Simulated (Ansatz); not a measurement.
## Ligand exchange: C4H9F + C3H9BO → C3H7FO + C4H11B

Species: C4H9F `CC(C)CF`, singlet; C3H9BO `CC(C)BO`, singlet; C3H7FO `CC(O)CF`, singlet; C4H11B `CBC(C)C`, singlet. The partners trade CH3 for OH: C–CH3 and B–OH bonds give way to C–OH and B–CH3.

Shapes, held fixed at every level: PBE0-D4/def2-TZVP. Flexible molecules stand in one conformer, not always the lowest. Programs: Ansatz 0.2.0. Electronic energies: no zero-point or thermal term.

(1) Estimate ΔE of this reaction.

Results:

(1) The highest level, CCSD(T)/CBS estimate, gives ΔE = +171.6 kJ/mol; the levels span +164.0 to +173.2. The column of differences is taken from that level and isn't an error. No measured value is set beside it here. The CBS estimate extrapolates MP2 from def2-TZVPP and def2-QZVPP and adds CCSD(T) − MP2 in the triple-zeta set, cores frozen. Times are processor times on shared x86 and Arm servers, and rough.

```csv
level,kind,ΔE (kJ/mol),less CCSD(T)/CBS estimate,CPU time (sum over the molecules)
PBE-D4/def2-TZVPP,GGA,+164.0,-7.6,49 s
r2SCAN-D4/def2-TZVPP,meta-GGA,+165.8,-5.8,84 s
B3LYP-D4/def2-TZVPP,global hybrid,+167.4,-4.2,90 s
wB97M-V/def2-TZVPP,range-separated hybrid,+167.5,-4.1,3.2 min
wB97X-V/def2-TZVPP,range-separated hybrid,+165.0,-6.6,2.3 min
CCSD(T)/def2-TZVPP,coupled cluster or CI,+173.2,+1.6,39 min
CCSD/def2-TZVPP,coupled cluster or CI,+172.3,+0.7,–
CCSD(T)/CBS estimate,coupled cluster or CI,+171.6,0.0,45 min
```
